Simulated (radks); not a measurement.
Task: These are the eigenvalues of the occupied orbitals of an atom or ion with whole-number occupations (hartree). All-electron calculation, scalar-relativistic Kohn-Sham, PBE, spin-polarised, spherical densities, finite nucleus; Fermi nuclear charge, rms radius of each element as measured or else 0.836 A^(1/3) + 0.57 fm. Program: a radial shooting solver on a logarithmic mesh with Libxc functionals.

orbital  eigenvalue
1s up     -3145.030
1s down   -3145.030
2s down   -560.0138
2s up     -560.0138
2p up     -481.8477
2p down   -481.8476
3s up     -133.6729
3s down   -133.6728
3p up     -111.1619
3p down   -111.1618
3d up     -87.78953
3d down   -87.78945
4s up     -29.83168
4s down   -29.83152
4p up     -22.44922
4p down   -22.44905
4d up     -13.78085
4d down   -13.78065
5s up      -4.80871
5s down    -4.80839
4f up      -4.18914
4f down    -4.18891
5p up      -2.79511
5p down    -2.79481
5d up      -0.56908
5d down    -0.56572
6s up      -0.35764
6s down    -0.33959
6p up      -0.09611

Which element is it, and in what charge state? The configuration may be excited. Open shells, if any, are filled with parallel spins first.

Result: Z = 81, thallium, charge 0: Tl in [Hg] 6p1. The list shows which subshells hold electrons but not how many an open one holds; the 1s level, -3145 hartree, gives Z - s = 79.3 by -(Z - s)^2/2, which with screening and relativity narrows Z to a few neighbours, and the depths of the outer levels then fix element, charge and occupations together.
